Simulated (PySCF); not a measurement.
# Computed vibrations of [Sm(NH3)2]2+

[Sm(NH3)2]2+ (singlet in the valence; each metal's 4f electrons, 6 of them, lie in its core potential, out of spins and levels). PySCF 2.14.0, RKS PBE0, Sm lcecp-0-SVP with ECP52, N def2-SVP, H def2-SVP; non-relativistic Hamiltonian with scalar-relativistic core potentials where named; density fitting; no spin-orbit coupling. Central differences of gradients.

```xyz
9

Sm    0.0000    0.0000    0.0000
N     0.0000    0.0000    2.6755
H     0.8054    0.4650    3.1139
H    -0.8054    0.4650    3.1139
H     0.0000   -0.9300    3.1139
N     0.0000    0.0000   -2.6755
H     0.8054   -0.4650   -3.1139
H    -0.8054   -0.4650   -3.1139
H     0.0000    0.9300   -3.1139
```

Run from Python with OMP_NUM_THREADS=2. Where DIIS fails, smearing, a level shift and second-order steps follow.
It took 25 s on 2 threads of Arm Neoverse V2 (shared host).

Question: What are the harmonic wavenumbers and infrared intensities?

Answer: Modes are labelled in D3d; negative numbers are unstable modes, those under 60 cm⁻¹ near the noise; a finer grid moves soft modes by up to 10 cm⁻¹.
| cm⁻¹ | km/mol | symmetry |
| --- | --- | --- |
| -42 | – | eu |
| -42 | – | eu |
| 33 | 0.0 | a1u |
| 273 | 0.0 | a1g |
| 274 | 19.1 | a2u |
| 544 | 0.0 | eg |
| 544 | 0.0 | eg |
| 544 | 161.3 | eu |
| 544 | 161.3 | eu |
| 1345 | 276.0 | a2u |
| 1347 | 0.0 | a1g |
| 1641 | 62.2 | eu |
| 1641 | 62.2 | eu |
| 1642 | 0.0 | eg |
| 1642 | 0.0 | eg |
| 3442 | 141.3 | a2u |
| 3444 | 0.0 | a1g |
| 3530 | 0.0 | eg |
| 3530 | 0.0 | eg |
| 3530 | 167.6 | eu |
| 3530 | 167.6 | eu |

Question: Is this a minimum?

Answer: Probably not: 2 unstable, though so soft as to be near the noise; the lowest moves the atoms so:
```
Sm   0.00 -0.07  0.00
N    0.00  0.30  0.00
H    0.00  0.36 -0.06
H    0.00  0.36 -0.06
H    0.00  0.36  0.12
N    0.00  0.30  0.00
H    0.00  0.36 -0.06
H    0.00  0.36 -0.06
H    0.00  0.36  0.12
```

An lcecp potential fixes the number of 4f electrons, so in runs with it no electron can move into or out of that shell.
